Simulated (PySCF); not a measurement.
Computed with B3LYP-D3(BJ)/def2-TZVP // PBE0-D4/def2-TZVP run with PySCF. All species are isolated molecules in the gas phase. One relaxed conformer stands for a flexible species; it need not be the lowest. B3LYP has the VWN-RPA correlation part, as in Gaussian. Delta-SCF ions had no search for a lower state. Excitations are Tamm–Dancoff values on a coarser integration grid. The basis has no diffuse functions, so Rydberg states are missing or too high.

Reference species (SMILES): `O[Si](Br)(Br)Br` (H–O–Si–Br torsion 180°) (neutral, multiplicity 1).

```
Item                                       Value
--------------------------------------  --------
vertical ionisation energy (Delta-SCF)  10.31 eV
S1 excitation (TDA)                      5.99 eV
LUMO                                    -1.22 eV
S1 oscillator strength                     0.000
```

Changed species: `Br[Si](Br)(Br)Br` (0 of 4 Br replaced by OH; the reference has 1 of 4 Br replaced by OH).

### Question
Predict the effect on the vertical ionisation energy (Delta-SCF), S1 excitation (TDA), LUMO and S1 oscillator strength.

### Answer
the vertical ionisation energy (Delta-SCF) stays essentially unchanged; the S1 excitation (TDA) falls by 0.46 eV, to 5.53 eV; the LUMO decreases by 0.67 eV, to -1.89 eV; the S1 oscillator strength is nearly the same.
